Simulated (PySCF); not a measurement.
## Fine-structure interval along the 9-electron series

Calculated with PySCF 2.14 and a two-component X2C-1e Hamiltonian (Gaussian nucleus, no Breit or QED terms), each ion in its own even-tempered basis scaled to its charge; GMP2 freezes nothing and drops the highest virtual spinors. Values in cm⁻¹.

| ion | configuration | GHF (screened spin-orbit) | GMP2 (screened spin-orbit) | GHF (bare spin-orbit) |
| --- | --- | --- | --- | --- |
| Ar(9+) | [He] 2s2 2p5 | 18409 | 19098 | 20797 |
| Ca(11+) | [He] 2s2 2p5 | 30826 | 31543 | 34345 |

Task: Fill in the row of K(10+).

Result: configuration: [He] 2s2 2p5; GHF (screened spin-orbit): 24025; GMP2 (screened spin-orbit): 24736; GHF (bare spin-orbit): 26942.
